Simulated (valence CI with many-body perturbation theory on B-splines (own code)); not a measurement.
# E1 line list for Se27+

Method: valence CI with perturbative core correlation (CI+MBPT): five valence electrons over a frozen Dirac-Fock core [He], a basis of 11 s, 11 p, 10 d, 8 f, 5 g, 2 h functions for each j, with the one-electron correlation potential Σ1 (screened to all orders), the two-electron term Σ2, the three-electron term Σ3, Breit, model QED; selected single and double excitations, second order for the rest, scaled by the run's own slope (own B-spline code, finite nucleus).

No measured spectrum was set against this ion. As an estimate, large intervals hold to a few tenths of a per cent, small ones and those within an open d or f shell to about a per cent. Among the levels kept, up to 5300 cm⁻¹ of a level comes from second order outside the variational space, and about a tenth of that is noise between levels of different J, which matters for small intervals.

Lines 201 to 250 of 600 in falling wavelength, among levels below 16247 × 10³ cm⁻¹, chosen from the strongest by gf and those to the six lowest levels. Wavelengths and rates use the calculated energies. Electric multipoles are in the length gauge, E1 and E2 with the static RPA response of the core. Weak lines are less certain than strong ones. Lines between different terms over intervals too small for the method are left out, as are lines whose strength nearly cancels. Where a level lies close to another of its J and parity, the split of strength between their lines is uncertain. The highest levels of a list are the least certain.

Levels are named by their leading jj configuration (3d3/2^4 stands for four electrons in 3d with j = 3/2), which in mixed levels can hold well under half, so a name can repeat and another be missing. Letters in brackets count levels of one name in rising energy.

```
λ vac (nm)                               Upper                               Lower   A (s⁻¹)  log gf  Branch %
     8.068        (2s 2p1/2 2p3/2^3) J=3/2 [c]                (2s^2 2p3/2^3) J=3/2  1.28e+10   -1.30       5.5
     8.047          (2p1/2^2 2p3/2^2 3s) J=5/2         (2s 2p1/2 2p3/2^2 3s) J=7/2  3.96e+10   -0.64       2.1
     7.869             (2p1/2^2 2p3/2^3) J=3/2            (2s 2p1/2 2p3/2^3) J=5/2  5.61e+10   -0.68      27.9
     7.649          (2p1/2^2 2p3/2^2 3s) J=3/2     (2s 2p1/2 2p3/2^2 3s) J=3/2 [a]  3.36e+10   -0.93       0.5
     7.540      (2s 2p1/2^2 2p3/2 3d5/2) J=7/2          (2s^2 2p1/2^2 3d5/2) J=5/2  2.51e+10   -0.77       1.1
     7.484  (2s 2p1/2 2p3/2^2 3d3/2) J=5/2 [a]          (2s^2 2p1/2^2 3d5/2) J=5/2  2.27e+10   -0.94       0.1
     7.471            (2s 2p3/2^3 3p1/2) J=5/2          (2s^2 2p3/2^2 3p3/2) J=5/2  2.11e+10   -0.97       0.1
     7.447          (2p1/2^2 2p3/2^2 3s) J=5/2     (2s 2p1/2 2p3/2^2 3s) J=5/2 [a]  2.44e+10   -0.91       1.3
     7.441            (2s 2p3/2^3 3d5/2) J=9/2          (2s^2 2p3/2^2 3d5/2) J=9/2  5.88e+10   -0.31      59.7
     7.438  (2s 2p1/2^2 2p3/2 3d3/2) J=3/2 [b]          (2s^2 2p1/2^2 3d3/2) J=3/2  3.52e+10   -0.93       0.2
     7.436            (2s 2p3/2^3 3d3/2) J=7/2          (2s^2 2p3/2^2 3d3/2) J=7/2  5.40e+10   -0.45       0.1
     7.397            (2s 2p3/2^3 3p1/2) J=5/2          (2s^2 2p3/2^2 3p1/2) J=5/2  4.32e+10   -0.67       0.3
     7.362  (2s 2p1/2^2 2p3/2 3d3/2) J=5/2 [b]          (2s^2 2p1/2^2 3d3/2) J=3/2  2.80e+10   -0.86       4.8
     7.348             (2p1/2^2 2p3/2^3) J=3/2        (2s 2p1/2 2p3/2^3) J=3/2 [b]  4.50e+10   -0.84      22.3
     7.333            (2s 2p3/2^3 3p3/2) J=7/2          (2s^2 2p3/2^2 3p3/2) J=7/2  6.96e+10   -0.35       3.3
     7.309            (2s 2p3/2^3 3d3/2) J=3/2          (2s^2 2p3/2^2 3d3/2) J=5/2  4.75e+10   -0.82       0.1
     7.307  (2s 2p1/2^2 2p3/2 3p3/2) J=5/2 [b]          (2s^2 2p1/2^2 3p3/2) J=3/2  2.38e+10   -0.94       0.3
     7.298  (2s 2p1/2 2p3/2^2 3d5/2) J=7/2 [d]  (2s^2 2p1/2 2p3/2 3d5/2) J=7/2 [b]  3.33e+10   -0.67       0.1
     7.298               (2s 2p3/2^3 3s) J=5/2             (2s^2 2p3/2^2 3s) J=5/2  8.28e+10   -0.40       0.9
     7.269  (2s 2p1/2^2 2p3/2 3p1/2) J=3/2 [b]          (2s^2 2p1/2^2 3p1/2) J=1/2  4.19e+10   -0.88       0.4
     7.266        (2s 2p3/2^3 3p3/2) J=5/2 [b]      (2s^2 2p3/2^2 3p3/2) J=3/2 [b]  3.06e+10   -0.84       0.5
     7.261  (2s 2p1/2^2 2p3/2 3p3/2) J=3/2 [b]          (2s^2 2p1/2^2 3p3/2) J=3/2  4.38e+10   -0.86       0.6
     7.246            (2s 2p3/2^3 3d5/2) J=7/2          (2s^2 2p3/2^2 3d5/2) J=9/2  1.61e+10   -0.99       0.4
     7.228            (2s 2p3/2^3 3d3/2) J=5/2          (2s^2 2p3/2^2 3d3/2) J=5/2  2.16e+10   -0.99       0.0
     7.227           (2s 2p3/2^3 3s) J=3/2 [a]             (2s^2 2p3/2^2 3s) J=3/2  4.96e+10   -0.81       0.7
     7.226     (2s 2p1/2^2 2p3/2 3s) J=3/2 [b]             (2s^2 2p1/2^2 3s) J=1/2  4.13e+10   -0.89       0.9
     7.217  (2s 2p1/2^2 2p3/2 3d5/2) J=5/2 [b]          (2s^2 2p1/2^2 3d5/2) J=5/2  1.99e+10   -1.03       0.0
     7.215          (2p1/2^2 2p3/2^2 3s) J=5/2     (2s 2p1/2^2 2p3/2 3s) J=3/2 [b]  2.04e+10   -1.02       1.1
     7.172        (2s 2p3/2^3 3p1/2) J=3/2 [a]          (2s^2 2p3/2^2 3p1/2) J=3/2  6.25e+10   -0.72       1.1
     7.158  (2s 2p1/2 2p3/2^2 3p3/2) J=5/2 [d]  (2s^2 2p1/2 2p3/2 3p3/2) J=5/2 [b]  4.18e+10   -0.72       1.3
     7.153               (2p1/2 2p3/2^4) J=1/2        (2s 2p1/2 2p3/2^3) J=3/2 [c]  1.19e+11   -0.74      49.5
     7.146            (2s 2p3/2^3 3d5/2) J=7/2          (2s^2 2p3/2^2 3d5/2) J=7/2  3.37e+10   -0.69       0.8
     7.125  (2s 2p1/2^2 2p3/2 3d5/2) J=3/2 [b]          (2s^2 2p1/2^2 3d5/2) J=5/2  4.15e+10   -0.90       0.1
     7.109            (2s 2p3/2^3 3d5/2) J=5/2          (2s^2 2p3/2^2 3d5/2) J=7/2  4.56e+10   -0.68       0.1
     7.107        (2s 2p3/2^3 3p3/2) J=3/2 [a]          (2s^2 2p3/2^2 3p3/2) J=5/2  4.14e+10   -0.90       0.4
     7.085            (2s 2p1/2 2p3/2^3) J=5/2          (2s^2 2p1/2 2p3/2^2) J=5/2  6.21e+10   -0.55      87.2
     7.084        (2s 2p3/2^3 3p3/2) J=5/2 [a]          (2s^2 2p3/2^2 3p3/2) J=5/2  2.49e+10   -0.95       1.6
     7.077        (2s 2p1/2 2p3/2^3) J=3/2 [b]          (2s^2 2p1/2 2p3/2^2) J=3/2  7.96e+10   -0.62      76.8
     7.076     (2s 2p1/2 2p3/2^2 3s) J=1/2 [a]     (2s^2 2p1/2 2p3/2 3s) J=3/2 [a]  6.34e+10   -1.02       1.2
     7.075  (2s 2p1/2 2p3/2^2 3d5/2) J=9/2 [c]      (2s^2 2p1/2 2p3/2 3d5/2) J=9/2  4.60e+10   -0.46      47.4
     7.040  (2s 2p1/2 2p3/2^2 3d5/2) J=5/2 [f]  (2s^2 2p1/2 2p3/2 3d5/2) J=5/2 [b]  3.62e+10   -0.79       0.1
     7.039  (2s 2p1/2 2p3/2^2 3p3/2) J=7/2 [c]      (2s^2 2p1/2 2p3/2 3p3/2) J=7/2  6.04e+10   -0.44       0.9
     7.038  (2s 2p1/2 2p3/2^2 3d3/2) J=3/2 [e]  (2s^2 2p1/2 2p3/2 3d3/2) J=5/2 [b]  3.54e+10   -0.98       0.1
     7.034        (2s 2p3/2^3 3p1/2) J=3/2 [b]          (2s^2 2p3/2^2 3p1/2) J=1/2  3.07e+10   -1.04       0.4
     7.017        (2s 2p3/2^3 3p3/2) J=5/2 [a]          (2s^2 2p3/2^2 3p1/2) J=5/2  2.07e+10   -1.04       1.3
     7.015  (2s 2p1/2 2p3/2^2 3d5/2) J=3/2 [c]  (2s^2 2p1/2 2p3/2 3d5/2) J=5/2 [a]  3.66e+10   -0.97       0.3
     6.987  (2s 2p1/2 2p3/2^2 3d5/2) J=7/2 [e]  (2s^2 2p1/2 2p3/2 3d5/2) J=7/2 [b]  2.19e+10   -0.89       0.1
     6.977  (2s 2p1/2 2p3/2^2 3d5/2) J=7/2 [c]  (2s^2 2p1/2 2p3/2 3d5/2) J=7/2 [a]  3.23e+10   -0.73       0.9
     6.970  (2s 2p1/2 2p3/2^2 3p1/2) J=5/2 [c]      (2s^2 2p1/2 2p3/2 3p1/2) J=5/2  6.60e+10   -0.54       0.8
     6.967  (2s 2p1/2 2p3/2^2 3p3/2) J=3/2 [c]  (2s^2 2p1/2 2p3/2 3p3/2) J=5/2 [a]  4.85e+10   -0.85       0.9
```
